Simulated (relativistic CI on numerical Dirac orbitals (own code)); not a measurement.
## What each ingredient does to the levels of Er¹⁹⁺

Base calculation: Dirac-Coulomb-Breit CI, orbitals from a KLI potential per configuration, QED by a radiative potential, unscaled Slater integrals.

Configurations in the expansion (outside the closed core [Ar] 3d10 4s2): 4p6 4d10 4f3, 4p6 4d10 4f2 5s, 4p6 4d10 4f 5s2, 4p6 4d10 4f2 5p, 4p6 4d10 4f 5s 5p, 4p6 4d9 4f4, 4p6 4d10 4f 5p2, 4p6 4d10 4f 5s 5d, 4p6 4d10 4f2 5d, 4p6 4d10 4f 5p 5d, 4p6 4d9 4f2 5s2, 4p5 4d10 4f4, 4p6 4d10 4f2 5f, 4p6 4d10 4f 5d2, 4p6 4d10 4f2 6s, 4p6 4d10 4f2 6p. Levels of other configurations are missing.

Variants: (1) QED terms removed; (2) Breit term removed. Shifts of the energy above 4p6 4d10 4f3 4I°_9/2, in cm⁻¹, for the lowest level and the first level of each name with at least 55 % of one term (blank where a level changes its place among those of its configuration and J or its character, or is not in the variant):

| Level | Base | Δ(1) | Δ(2) |
| --- | --- | --- | --- |
| 4p6 4d10 4f3 4I°_9/2 | 0.0 | 0.0 | 0.0 |
| 4p6 4d10 4f3 4I°_11/2 | 9088.4 | -46.4 | +751.6 |
| 4p6 4d10 4f3 4I°_13/2 | 17831.5 | -84.4 | +1490.9 |
| 4p6 4d10 4f3 4I°_15/2 | 26160.9 | -115.4 | +2194.9 |
| 4p6 4d10 4f3 4F°_3/2 | 29008.5 | -10.9 | -215.6 |
| 4p6 4d10 4f3 4F°_5/2 | 34683.2 | -45.1 | +338.3 |
| 4p6 4d10 4f3 4F°_7/2 | 37988.1 | -54.7 | +672.5 |
| 4p6 4d10 4f3 4S°_3/2 | 38328.1 | -51.4 | +396.7 |
| 4p6 4d10 4f3 4F°_9/2 | 44197.8 | -92.0 | +1262.5 |
| 4p6 4d10 4f3 4G°_5/2 | 44399.8 | -23.2 | -34.4 |
| 4p6 4d10 4f3 2H°_11/2 | 46231.1 | -93.9 | +1461.7 |
| 4p6 4d10 4f3 2K°_13/2 | 50328.1 | -61.0 | +1242.2 |
| 4p6 4d10 4f3 4G°_9/2 | 56172.9 | -89.0 | +1148.2 |
| 4p6 4d10 4f3 2K°_15/2 | 58243.6 | -86.6 | +1800.4 |
| 4p6 4d10 4f3 2P°_1/2 | 61841.1 | -57.4 | +446.5 |
| 4p6 4d10 4f3 4G°_11/2 | 63374.1 | -108.2 | +1712.6 |
| 4p6 4d10 4f3 2G°_9/2 | 63704.6 | -142.3 | +1930.4 |
| 4p6 4d10 4f3 2D°_5/2 | 65167.8 | -86.3 | +929.0 |
| 4p6 4d10 4f3 4D°_5/2 | 72788.6 | -37.8 | +219.0 |
| 4p6 4d10 4f3 4D°_3/2 | 72993.7 | -45.2 | +307.9 |
| 4p6 4d10 4f3 2I°_11/2 | 74406.5 | -61.6 | +1057.1 |
| 4p6 4d10 4f3 4D°_1/2 | 77896.2 | -81.6 | +831.9 |

At this charge transitions that keep the count of f electrons are usually good to a few per cent. Terms inside the open d or f shell come out 10 to 20 % too wide with unscaled integrals. Levels that differ in their count of f electrons can be misplaced by several ten thousand cm⁻¹, since the correlation energy of f electrons is missing or only estimated; rates across such gaps can be off by orders of magnitude.

Ionisation energy from one configuration of each of the two ions, the ground ones as tabulated or assumed: base 480.39 eV. The NIST ASD value (theoretical) is 486 ± 25 eV.

LS names give the leading component of a level, which can be under half, so a name can repeat, a term be missing and a line seem to break the LS rules.
